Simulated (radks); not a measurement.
The nuclear charge of neutral tellurium is varied continuously with 52 electrons held in [Kr] 4d10 5s2 5p4. Calculated with a radial shooting solver on a logarithmic mesh with Libxc functionals: Dirac Kohn-Sham, LDA (Slater exchange, Perdew-Wang correlation), spin-unpolarised, spherical densities, point nucleus; open shells fill j = l - 1/2 first. By the Hellmann-Feynman theorem dE/dZ = E(electron-nucleus)/Z, the electronic potential at the nucleus.

Z,E (hartree),E(electron-nucleus)/Z (hartree),HOMO,e(HOMO) (eV),<r> HOMO (bohr)
51.8,-6727.88193,-315.664,5p3/2,-4.176,2.817
52,-6791.18617,-317.378,5p3/2,-5.770,2.716
52.2,-6854.83309,-319.091,5p3/2,-7.460,2.627
52.4,-6918.82267,-320.805,5p3/2,-9.240,2.548
52.6,-6983.15496,-322.518,5p3/2,-11.105,2.477
52.8,-7047.83007,-324.233,5p3/2,-13.050,2.413
53,-7112.84813,-325.948,5p3/2,-15.071,2.354

The central difference of E at Z = 52 is -317.378 hartree, to compare with the third column; the second derivative is -8.57 hartree.
